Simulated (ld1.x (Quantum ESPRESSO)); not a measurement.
# Which change was made? (Ag, TM)

silver (Ag), norm-conserving Troullier–Martins (Kleinman–Bylander form), made with ld1.x (Quantum ESPRESSO) 7.5 (PBEsol, scalar-relativistic). Core [Ar] 3d10 4s2, reference 4p6 4d10 5s0 5p0 (charge +1). Waves: 4p (bound): rc 1.15 bohr; 4d (bound): rc 1.45 bohr; 5s (bound, empty): rc 1.75 bohr. Local part: the s channel. Core correction: Bessel-smoothed model core inside 0.75 bohr.

Cutoffs, loose and tight: the cutoffs (Ry, on a coarse ladder) from which the occupation-weighted sum of valence levels, in a spherical-Bessel basis at the reference potential, stays within 10 and 1 mRy of its value at 400 Ry. They do not see the model core or the augmentation charge, which bear on the density cutoff. Test errors are all-electron minus pseudo excitation energies from the reference, over the configurations 4p6 4d10 5s1 5p0; 4p6 4d9 5s0 5p0; 4p6 4d8 5s0 5p0; 4p6 4d9 5s1 5p0; 4p5 4d10 5s1 5p0; 4p6 4d10 5s0 5p1; 4p6 4d9 5s1 5p1; variants that change the core or the reference have their own tests. The largest error is taken over the tests solved by every variant that gives reliable tests at all, those not shown here included: 4p6 4d10 5s0 5p1; 4p6 4d10 5s1 5p0; 4p6 4d8 5s0 5p0; 4p6 4d9 5s0 5p0.

The base gives: outcome: generated; cutoff, loose: 120 Ry; cutoff, tight: 160 Ry; bound ghosts: none; largest test error (meV): -405.

Task: After one change the result is: outcome: generated; cutoff, loose: 70 Ry; cutoff, tight: 120 Ry; bound ghosts: none; largest test error (meV): -474. Which change was it?
A. all radii but the core radius scaled by about 1.38 (s 2.42, p 1.58, d 2.00 bohr)
B. all radii but the core radius scaled by about 0.77 (s 1.36, p 0.88, d 1.12 bohr)
C. all radii but the core radius scaled by about 0.96 (s 1.68, p 1.10, d 1.40 bohr)
D. all radii but the core radius scaled by about 1.19 (s 2.08, p 1.36, d 1.72 bohr)

Result: D. The others give: all radii but the core radius scaled by about 0.77 (s 1.36, p 0.88, d 1.12 bohr) → outcome: generated; cutoff, loose: 160 Ry; cutoff, tight: 300 Ry; bound ghosts: s (extra level of the local part); largest test error (meV): -298 | all radii but the core radius scaled by about 1.38 (s 2.42, p 1.58, d 2.00 bohr) → outcome: generated; cutoff, loose: 55 Ry; cutoff, tight: 90 Ry; bound ghosts: none; largest test error (meV): -435 | all radii but the core radius scaled by about 0.96 (s 1.68, p 1.10, d 1.40 bohr) → outcome: generated; cutoff, loose: 140 Ry; cutoff, tight: 180 Ry; bound ghosts: none; largest test error (meV): -387.
